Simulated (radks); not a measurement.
Values are calculated unless marked as measured or tabulated.
Task: These are the eigenvalues of the occupied orbitals of an atom or ion with whole-number occupations (hartree). Level of theory: non-relativistic Kohn-Sham, BLYP, spin-unpolarised, spherical densities, point nucleus (a radial shooting solver on a logarithmic mesh with Libxc functionals).

1s: -641.7410
2s: -88.72087
2p: -81.43941
3s: -15.60779
3p: -12.87201
3d: -7.88144
4p: -2.31268
4d: -1.12493
5d: -0.36673

Which element is it, and in what charge state? The configuration may be excited.

Result: Z = 40, zirconium, charge +2: Zr2+ in [Ar] 3d10 4p6 4d2 5d2. The list shows which subshells hold electrons but not how many an open one holds; the 1s level, -641.74 hartree, gives Z - s = 35.8 by -(Z - s)^2/2, which with screening narrows Z to a few neighbours, and the depths of the outer levels then fix element, charge and occupations together.
